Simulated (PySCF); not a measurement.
Compound: C5H7FNO (charge +1).
SMILES with atom numbers: `[CH3:1][n+:2]1[cH:3][o:4][cH:5][c:6]1[CH2:7][F:8]` (hydrogens: H9, H10, H11 on C1; H12 on C3; H13 on C5; H14, H15 on C7)

The calculation used PBE0-D3(BJ)/def2-SVP geometry optimisation, gas phase (PySCF 2.14.0).

**Question.** Give the optimised bond lengths and angles.

**Answer.** 
```json
{"bond": "C1–N2", "length (Å)": "1.460", "order": "single"}
{"bond": "N2–C3", "length (Å)": "1.314", "order": "aromatic"}
{"bond": "C3–O4", "length (Å)": "1.302", "order": "aromatic"}
{"bond": "O4–C5", "length (Å)": "1.357", "order": "aromatic"}
{"bond": "C5–C6", "length (Å)": "1.356", "order": "aromatic"}
{"bond": "C6–C7", "length (Å)": "1.491", "order": "single"}
{"bond": "C7–F8", "length (Å)": "1.363", "order": "single"}
{"bond": "N2–C6", "length (Å)": "1.397", "order": "aromatic"}
{"bond": "C1–H9, C1–H10, C1–H11", "length (Å)": "1.097", "order": "single"}
{"bond": "C3–H12", "length (Å)": "1.090", "order": "single"}
{"bond": "C5–H13", "length (Å)": "1.087", "order": "single"}
{"bond": "C7–H14, C7–H15", "length (Å)": "1.102", "order": "single"}
```

Bonds in one row agree within 0.01 Å and their mean is given. Orders are formal, as drawn. A selection of angles:
```json
{"angle": "C1–N2–C3", "degrees": "126.4"}
{"angle": "C1–N2–C6", "degrees": "125.8"}
{"angle": "C3–N2–C6", "degrees": "107.8"}
{"angle": "N2–C3–O4", "degrees": "110.6"}
{"angle": "C3–O4–C5", "degrees": "108.0"}
{"angle": "O4–C5–C6", "degrees": "108.5"}
{"angle": "C5–C6–C7", "degrees": "131.9"}
{"angle": "N2–C6–C5", "degrees": "105.1"}
{"angle": "N2–C6–C7", "degrees": "123.0"}
{"angle": "C6–C7–F8", "degrees": "109.4"}
```

Dihedral angles: C5–C6–C7–F8 -125° (anticlinal). The mirror-image conformer, all signs reversed, is as good.

C6 (substituted aromatic carbon) is planar (angles 131.9°, 123.0° and 105.1°, sum 360.0°, 0.00 Å off the plane of its three neighbours). The C–N distances run from 1.314 Å (N2–C3, aromatic) to 1.460 Å (C1–N2, drawn single), a spread of 0.146 Å. Of the pairs four or more bonds apart, F8···H11 is among the closest relative to their van der Waals radii: 2.43 Å, 91 % of the sum of Bondi's values. N2 (three-coordinate ring nitrogen) is planar (angles 126.4°, 125.8° and 107.8°, sum 360.0°, 0.01 Å off the plane of its three neighbours). C3 (aromatic CH next to a ring nitrogen) is planar (angles 128.2°, 121.1° and 110.6°, sum 360.0°, 0.00 Å off the plane of its three neighbours). The 2 C–O bonds span 1.302 Å (C3–O4, aromatic) to 1.357 Å (O4–C5, aromatic), a spread of 0.055 Å. C5 (aromatic CH next to a ring oxygen) is planar (angles 134.0°, 117.5° and 108.5°, sum 360.0°, 0.00 Å off the plane of its three neighbours).

Point group: C1 (no symmetry element, even within 0.4 Å). Whether it is a minimum is left open (no frequencies).

Rough CPU time on one thread of a shared machine: about 2.8 min. That covers the optimisation of the geometry.
